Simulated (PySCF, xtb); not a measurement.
## C3H3BO: which of two isomers lies lower

Structure a is `C=C=CB=O`, a singlet and structure b is `C#CCB=O`, a singlet. Both are isolated molecules in the gas phase, relaxed with PBE0-D3(BJ)/def2-SVP; the shapes shown needn't be the lowest conformers.

a (Å):

```xyz
8

C    -0.8920   -1.5410    1.6719
C    -1.0982   -1.0949    0.4650
C    -1.2886   -0.6520   -0.7597
B    -0.2469   -0.8868   -1.8400
O     0.5737   -1.0675   -2.7052
H    -0.3835   -0.9246    2.4202
H    -1.2209   -2.5432    1.9650
H    -2.2104   -0.1072   -1.0009
```

b (Å):

```xyz
8

C    -2.7558   -0.8182   -0.0741
C    -2.0787   -0.2473   -0.8976
C    -1.2498    0.4231   -1.8894
B    -0.0243   -0.4254   -2.3007
O     0.9377   -1.0635   -2.6393
H    -3.3588   -1.3238    0.6575
H    -0.8833    1.3910   -1.5045
H    -1.8325    0.6482   -2.7999
```

Quicker runs give these differences E(b) − E(a): GFN2-xTB +0.1 kcal/mol; HF/STO-3G −7.8 kcal/mol (at GFN2-xTB geometries); r2SCAN-D4/def2-SVP +9.6 kcal/mol (at GFN2-xTB geometries).

Problem. Estimate E(b) − E(a) at the level CCSD(T)/def2-SVP + ΔMP2/def2-TZVPP.

Solution. Calculated at CCSD(T)/def2-SVP + ΔMP2/def2-TZVPP: E(b) − E(a) = +4.6 kcal/mol, so structure a lies lower.

Level by level:

```
                             level              geometry  E(b) − E(a) (kcal/mol)  departure from the last row (kcal/mol)  job, with rough time for the two
                          GFN2-xTB              GFN2-xTB                      +0.1                                    −4.5             optimisation, 0.092 s
                         HF/STO-3G              GFN2-xTB                      −7.8                                   −12.4               single point, 1.1 s
                r2SCAN-D4/def2-SVP              GFN2-xTB                      +9.6                                    +5.0                single point, 15 s
              PBE0-D3(BJ)/def2-SVP  PBE0-D3(BJ)/def2-SVP                      +8.0                                    +3.4             optimisation, 4.7 min
                       HF/def2-SVP  PBE0-D3(BJ)/def2-SVP                      +4.4                                    −0.2           part of the CCSD(T) run
                      MP2/def2-SVP  PBE0-D3(BJ)/def2-SVP                      +0.9                                    −3.8           part of the CCSD(T) run
                  CCSD(T)/def2-SVP  PBE0-D3(BJ)/def2-SVP                      +4.4                                    −0.3                      single point
CCSD(T)/def2-SVP + ΔMP2/def2-TZVPP  PBE0-D3(BJ)/def2-SVP                      +4.6                                                        single point, 52 s
```

As drawn, b has 1 C≡C, 1 C–C in place of 2 C=C.

HF/STO-3G puts the two in the other order. GFN2-xTB finds them nearly level. The largest departure from CCSD(T)/def2-SVP + ΔMP2/def2-TZVPP is that of HF/STO-3G, 12.4 kcal/mol. The last row adds to CCSD(T) the change of the MP2 difference between the two basis sets, here +0.3 kcal/mol.

With harmonic frequencies from PBE0-D3(BJ)/def2-SVP (ideal gas, rigid rotor, one conformer each, 298.15 K, 1 atm): the zero-point term adds +0.2 kcal/mol; ΔH is +4.9 and ΔG +4.8 kcal/mol.

The correlated steps freeze 5 core orbitals. Run with PySCF 2.14.0, xtb 6.7.1; the last row on 2 threads of Arm Neoverse V2 on a shared host.
